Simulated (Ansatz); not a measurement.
```yaml
crystal:
  periodic: [false, false, false]
  atoms:
    - {symbol: C, position_ang: [-1.456469, -0.620389, -0.060531]}
    - {symbol: Ta, position_ang: [0.350909, 0.421282, -0.597410]}
    - {symbol: N, position_ang: [1.619225, 0.185804, 0.913601]}
    - {symbol: S, position_ang: [1.138490, -0.604305, -2.288535]}
    - {symbol: Cl, position_ang: [-0.265984, 2.692864, -0.957388]}
    - {symbol: H, position_ang: [-1.826338, -0.163663, 0.852000]}
    - {symbol: H, position_ang: [-1.265574, -1.680139, 0.186170]}
    - {symbol: H, position_ang: [-2.164157, -0.511685, -0.829691]}
    - {symbol: H, position_ang: [1.513789, 0.653209, 1.852054]}
    - {symbol: H, position_ang: [2.437418, -0.443122, 0.927365]}
basis:
  gaussian: {orbitals: def2-TZVPD}
magnetization: {spin_polarized: true, initial_magnetization: 3}
hamiltonian: {xc: {name: PBE0-DH}}
```

```sh
$ ansatz run in.yaml --threads 2 --pin off --events-out ev --progress --plain --max-ram 32768MiB --backend cpu
```

It prints (some lines left out):

```
Error: a molecule whose nuclei and cores have a total charge of 64 cannot have a net charge of 0 together with 3 unpaired electrons
```

(1) What is wrong with this run?

Answers

(1) The number of unpaired electrons doesn't fit the electron count. The program refused the input.
